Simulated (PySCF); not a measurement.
## Run times: tantalum in x2c-TZVPPall

Measured wall times of calculations with PySCF 2.14 in x2c-TZVPPall (11s7p7d3f1g, 97 functions), with the spin-free X2C one-electron Hamiltonian (Gaussian nucleus), run from one Python driver. Hardware: 1 thread of Neoverse-V1 on a shared host, 1.3 GiB allowed. The two-electron integrals over 97 functions were computed once and kept in memory (7.4 CPU seconds with the set-up); the times below exclude them. Kohn-Sham runs start from converged Hartree-Fock orbitals.

Launch command (the driver calls PySCF for each step listed in the task file):

```bash
OMP_NUM_THREADS=1 python atomrun2.py TASK.json OUT
```

```csv
species,step,iterations,wall time (s)
Ta [Xe] 4f14 5d4 6s1,UHF with spin-orbit constants,8,2.2
Ta [Xe] 4f14 5d4 6s1,LDA,7,3
Ta [Xe] 4f14 5d4 6s1,PBE,7,5.5
Ta [Xe] 4f14 5d4 6s1,PBE0,7,6.3
Ta [Xe] 4f14 5d4 6s1,PW91,7,5.6
Ta [Xe] 4f14 5d4 6s1,B2PLYP,7,6.5
Ta [Xe] 4f14 5d4 6s1,revPBE,7,5.5
Ta [Xe] 4f14 5d4 6s1,MP2 (5 electrons),,0.2
```

Task: Roughly how long does r2SCAN take for Ta [Xe] 4f14 5d4 6s1 here?

Result: About 11 s.

Peak memory of the process: 0.48 GiB. Times on a shared host vary from run to run.
